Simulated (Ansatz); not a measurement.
Harmonic frequencies (cm⁻¹) at PBE0-D4/def2-TZVP from Ansatz: 86, 107, 156, 184, 231, 262, 326, 350, 451, 468, 547, 602, 665, 686, 717, 776, 885, 926, 954, 2148, 2185, 2200, 2211, 3888.

Each molecule was computed in one conformer, which needn't be the lowest.

Which molecule is it?
A. `[CH3][Al]1[BH][SiH2]1`
B. `C[SiH]1SS1`
C. `OC1[SiH2]N[SiH2]1`
D. `[OH][Ge@H]1[SiH2][Si@H]1F`

D.
